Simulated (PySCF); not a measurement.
**SiPH5O3**

SiPH5O3 is a small molecule, neutral, singlet. The structure, one conformer, was relaxed in the gas phase by PBE0-D3(BJ)/def2-SVP. No frequency run checks that it is a minimum.

SMILES: O[Si](O)(O)P

```xyz
10

O    -1.324   -0.466   -1.116
Si   -0.254    0.185   -0.025
O    -0.499   -0.334    1.525
O    -0.546    1.811   -0.067
P     1.856   -0.325   -0.610
H    -1.273   -1.411   -1.280
H    -1.280    0.030    1.957
H    -0.874    2.151   -0.905
H     2.371    0.040    0.671
H     1.699   -1.700   -0.243
```
Atoms count from 1 in this order.

Shieldings: GIAO PBE0/pcSseg-2. Shifts are against computed references at the same level: H TMS (σ 31.24 ppm), Si TMS (σ 341.3 ppm). Core levels by delta-SCF with SCAN, pcX-2 on the ionised atom and pcseg-1 elsewhere, spin-free X2C (2p3/2 is the spin-free 2p value less a third of a first-order spin-orbit splitting); from the vacuum level, for chosen atoms.

Q: Give the NMR and core-level values of the distinct atoms.

A: 
```json
{"atoms": "O1", "bonded to": "1 Si + 1 H", "σ (ppm)": "242.9", "δ (ppm)": "-", "core level (eV)": "1s 538.81"}
{"atoms": "Si2", "bonded to": "3 O + 1 P", "σ (ppm)": "364.5", "δ (ppm)": "-23.2", "core level (eV)": "2p3/2 108.10"}
{"atoms": "O3", "bonded to": "1 Si + 1 H", "σ (ppm)": "249.7", "δ (ppm)": "-", "core level (eV)": "1s 538.72"}
{"atoms": "O4", "bonded to": "1 Si + 1 H", "σ (ppm)": "264.2", "δ (ppm)": "-", "core level (eV)": "1s 538.79"}
{"atoms": "P5", "bonded to": "1 Si + 2 H", "σ (ppm)": "596.1", "δ (ppm)": "-", "core level (eV)": "2p3/2 136.41"}
{"atoms": "H6", "bonded to": "1 O", "σ (ppm)": "29.38", "δ (ppm)": "1.86", "core level (eV)": "-"}
{"atoms": "H7", "bonded to": "1 O", "σ (ppm)": "29.20", "δ (ppm)": "2.05", "core level (eV)": "-"}
{"atoms": "H8", "bonded to": "1 O", "σ (ppm)": "29.37", "δ (ppm)": "1.87", "core level (eV)": "-"}
{"atoms": "H9", "bonded to": "1 P", "σ (ppm)": "29.38", "δ (ppm)": "1.86", "core level (eV)": "-"}
{"atoms": "H10", "bonded to": "1 P", "σ (ppm)": "29.64", "δ (ppm)": "1.60", "core level (eV)": "-"}
```

Values are those of this one static structure; atoms that internal rotation interchanges would show their mean in an NMR spectrum.

Q: By CAM-B3LYP/def2-SVPD (TDDFT singlets, Tamm-Dancoff triplets, ionisation by delta-SCF), where does absorption start, and what does vertical ionisation take?

A: The lowest singlet lies at 6.58 eV (f 0.052), the strongest of the first 6 at 7.49 eV (f 0.224), the lowest triplet at 5.80 eV; vertical ionisation takes 9.95 eV.

The 3 runs behind this took 110 s in all, one thread each of Intel Xeon Platinum 8375C on a shared host, launched as `OMP_NUM_THREADS=1 python cluster_run.py task.json out`.
